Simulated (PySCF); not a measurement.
An unknown is described by computed data only.

Formula: C6H11FSi2.

| Property | Result |
| --- | --- |
| NMR, other nuclei | isotropic shieldings of nuclei other than C and H, by class: 364 (1 F), 329 (1 Si), 361 (1 Si) ppm [GIAO PBE0/pcSseg-1] |
| Rotational structure | rotational constants A, B, C: 1.451, 0.847, 0.651 GHz [GFN2-xTB] |
| 1H NMR | chemical shifts (computed TMS as zero) by class: 5.78 (1 H), 5.05 (1 H), 2.17 (1 H), 2.00 (3 H), 0.62 (1 H), 0.56 (3 H), 0.56 (1 H) ppm [GIAO PBE0/pcSseg-1] |
| 13C NMR | chemical shifts (computed TMS as zero) by class: 81.2 (1 C), 79.6 (1 C), 18.6 (1 C), 8.9 (1 C), 5.3 (1 C), -3.1 (1 C) ppm [GIAO PBE0/pcSseg-1] |
| Dipole | 1.54 D [PBE0/pcSseg-1] |

The electronic properties come from PySCF, for the isolated species, density fitting. Levels stand in brackets. Isolated species at its GFN2-xTB geometry (one conformer only). GFN2-xTB frequencies show an imaginary mode (24i cm⁻¹), so this geometry is no minimum at that level. Each NMR value is the plain mean over a class of atoms that symmetry, rotation or inversion makes alike.

Question: Give a SMILES that accounts for the data.

Answer: Numbering: `[CH3:1][C:2]#[C:3][C@@H:4]1[Si@H:5]([CH3:6])[CH2:7][Si@@H:8]1[F:9]`. Its formula, C6H11FSi2, gives 3 degrees of unsaturation: 1 ring and 2 π bonds in the structure found. 6 carbons fall into 6 classes; from least to most shielded: alkyne carbon [C2] (81.2 ppm), alkyne carbon [C3] (79.6 ppm), ring sp3 carbon bound to silicon [C4] (18.6 ppm), ring sp3 carbon bound to silicon [C7] (8.9 ppm), propargylic carbon [C1] (5.3 ppm), Si-methyl carbon [C6] (-3.1 ppm). Hydrogen classes from least to most shielded: 1 H on a fluorine-bound silicon, Si8 (5.78 ppm), 1 H on an SiH silicon, Si5 (5.05 ppm), 1 H on an sp3 carbon bound to silicon, C4 (2.17 ppm), 3 H on a propargylic carbon, C1 (2.00 ppm), 1 H on an sp3 carbon bound to silicon, C7 (0.62 ppm), 3 H on an Si-methyl carbon, C6 (0.56 ppm), 1 H on an sp3 carbon bound to silicon, C7 (0.56 ppm). The other shieldings belong to: 364 ppm, silicon-bound fluorine [F9]; 329 ppm, fluorine-bound silicon [Si8]; 361 ppm, SiH silicon [Si5]. The optimised geometry has point group C1 and is an asymmetric top. Structure: `CC#C[C@@H]1[Si@H](C)C[Si@@H]1F`. Computed isomers that give other values at the same levels: `C=C[C@@H]1[SiH2]C=C[SiH2][C@@H]1F` (13C chemical shifts (computed TMS as zero) by class: 157.2 (1 C), 149.3 (1 C), 145.9 (1 C), 119.4 (1 C), 90.9 (1 C), 39.5 (1 C) ppm); `C#C[SiH2][Si@H]1C[C@H](CF)C1` (13C chemical shifts (computed TMS as zero) by class: 106.8 (1 C), 90.5 (1 C), 83.4 (1 C), 37.5 (1 C), 12.3 (2 C) ppm); `CC#C[Si@@H]1C[SiH2][C@@H](F)C1` (13C chemical shifts (computed TMS as zero) by class: 114.4 (1 C), 93.8 (1 C), 85.3 (1 C), 25.5 (1 C), 6.0 (1 C), -12.7 (1 C) ppm). The assignments are read from this structure; whether some other isomer fits the data as well wasn't checked. The mirror image fits equally.
